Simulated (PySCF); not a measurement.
4,5,6-trimethyl-1,2,3-triazine, C₆H₉N₃.
Cartesian coordinates in Å at the GFN2-xTB level; atoms count from 1:
```
atom  x, y, z in Å
C1    -2.493    0.101   -0.393
C2    -1.168   -0.580   -0.346
N3    -1.146   -1.869   -0.675
N4    -0.044   -2.535   -0.664
N5     1.080   -2.000   -0.339
C6     1.158   -0.715    0.007
C7     2.521   -0.219    0.364
C8     0.010    0.084    0.023
C9     0.002    1.529    0.397
H10   -3.250   -0.613   -0.705
H11   -2.751    0.497    0.588
H12   -2.468    0.932   -1.096
H13    2.537    0.143    1.391
H14    2.817    0.594   -0.297
H15    3.228   -1.038    0.264
H16   -0.366    2.126   -0.438
H17   -0.670    1.692    1.239
H18    0.994    1.877    0.667
```

Computed at PBE0/pcSseg-1 (PySCF, non-relativistic), with Q(14N) = 0.02044 b: N3, 14N (I = 1): χzz = -5.803 MHz, η = 0.153; N4, 14N (I = 1): χzz = -6.562 MHz, η = 0.094.

Task: Where would the pure quadrupole (NQR) lines of 14N at N3 fall for the rigid, isolated species?

Result: From ν± = (3/4)|χ|(1 ± η/3) and ν0 = |χ|η/2: ν+ 4.575 MHz, ν− 4.130 MHz, ν0 0.445 MHz (pyridine-type nitrogen).

Task: Find the zero-field quadrupole resonance frequencies of 14N at N4.

Result: From ν± = (3/4)|χ|(1 ± η/3) and ν0 = |χ|η/2: ν+ 5.076 MHz, ν− 4.767 MHz, ν0 0.309 MHz (pyridine-type nitrogen).

In a crystal, neighbours and librations shift these lines. GFN2-xTB bond lengths can be off by several hundredths of an ångström, more for odd bonds, and the gradients follow them. These gradients aren't converged with respect to the basis.
